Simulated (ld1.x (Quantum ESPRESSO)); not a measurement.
## Before and after: TM semilocal potential for Sb

* Element: antimony (Sb)
* Generator: ld1.x (Quantum ESPRESSO) 7.5
* Type: norm-conserving Troullier–Martins (semilocal form)
* Functional: PBEsol
* Relativity: scalar-relativistic
* Frozen core: [Kr]
* Valence charge: 15
* Reference configuration: 4d10 5s2 5p3
* Partial waves: 5p (bound): rc 2.00 bohr; 4d (bound): rc 1.15 bohr; 5s (bound): rc 1.75 bohr
* Local potential: the s channel
* Core correction: a·sin(br)/r model core, default radius (core density twice the valence density)

All-electron outer shells of the reference configuration (PBEsol, scalar-relativistic, ld1.x):

| shell | level (eV) | outermost node (bohr) | outermost maximum (bohr) |
| --- | --- | --- | --- |
| 4s | -148.62 | 0.39 | 0.73 |
| 4p | -101.63 | 0.39 | 0.76 |
| 4d | -33.45 | 0.38 | 0.84 |
| 5s | -12.88 | 0.95 | 1.90 |
| 5p | -4.84 | 1.04 | 2.35 |

Change: core correction a·sin(br)/r model core inside 1.40 bohr.

Cutoffs: the cutoffs (Ry, on a coarse ladder) from which the occupation-weighted sum of valence levels, in a spherical-Bessel basis at the reference potential, stays within 10 and 1 mRy of its value at 400 Ry; they do not see the model core or the augmentation charge, which bear on the density cutoff. Errors are all-electron minus pseudo energies relative to the spin-unpolarised reference configuration.

How do hardness, ghosts and transferability respond?

The potential gets neither clearly harder nor softer (110 Ry and 180 Ry → 110 Ry and 180 Ry); the errors of the 7 common tests hardly move; neither file shows a bound ghost. The default core radius of the base comes out at 0.61 bohr. A semilocal file is local in each channel, so a ghost entry of none says nothing of the separable form that plane-wave codes build from it. A wider model core is smoother and lowers the density cutoff, which this test does not measure.

| quantity | base | changed |
| --- | --- | --- |
| cutoff, loose | 110 Ry | 110 Ry |
| cutoff, tight | 180 Ry | 180 Ry |
| bound ghosts | none | none |
| error for 4d10 5s2 5p2, meV [ΔE 8.34 eV] | -0.7 | -0.6 |
| error for 4d10 5s2 5p1, meV [ΔE 24.36 eV] | -1.2 | -1.1 |
| error for 4d10 5s2 5p0, meV [ΔE 48.80 eV] | -10 | -9.7 |
| error for 4d9 5s2 5p3, meV [ΔE 40.68 eV] | -202 | -178 |
| error for 4d10 5s1 5p0, meV [ΔE 93.13 eV] | -25 | -24 |
| error for 4d10 5s2 5p2.5, meV [ΔE 3.27 eV] | -0.4 | -0.5 |
| error for 4d10 5s1 5p4, meV [ΔE 8.14 eV] | -2.1 | -2.1 |
| s: phases at 2.20 bohr within 0.05 rad from the reference energy up to (Ry; the scan ends near 5) | 3.5 | 3.5 |
| p: phases at 2.20 bohr within 0.05 rad from the reference energy up to (Ry; the scan ends near 5) | 4.0 | 4.0 |
| d: phases at 2.20 bohr within 0.05 rad from the reference energy up to (Ry; the scan ends near 5) | to the end of the scan | to the end of the scan |
